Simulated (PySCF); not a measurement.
Sn(Cl)3, SMILES [Cl][Sn-]([Cl])[Cl] (charge -1), CAM-B3LYP/def2-SVP optimised geometry.

```
4

Sn    -1.07    -1.23     0.00
Cl    -1.41    -1.61     2.43
Cl     1.41    -1.23     0.00
Cl    -1.41     1.23     0.00
```

Density from PySCF 2.14.0 with CAM-B3LYP/def2-TZVPD, def2 effective core potentials past Kr at that geometry. The core electrons that the potentials of Sn replace are not part of the density.

Minimum of the electron density along straight lines between bonded atoms, close to the bond critical point (lines longer than 1.1 times the sum of covalent radii, or with two minima, are not listed):

```
bond     length / Å  ρ at the minimum / e bohr⁻³  ∇²ρ there / e bohr⁻⁵  position (fraction from the first atom)
-------  ----------  ---------------------------  --------------------  ---------------------------------------
Sn1–Cl2       2.486                        0.065                  0.13                                     0.47
Sn1–Cl3       2.486                        0.065                  0.13                                     0.47
Sn1–Cl4       2.486                        0.065                  0.13                                     0.47
```
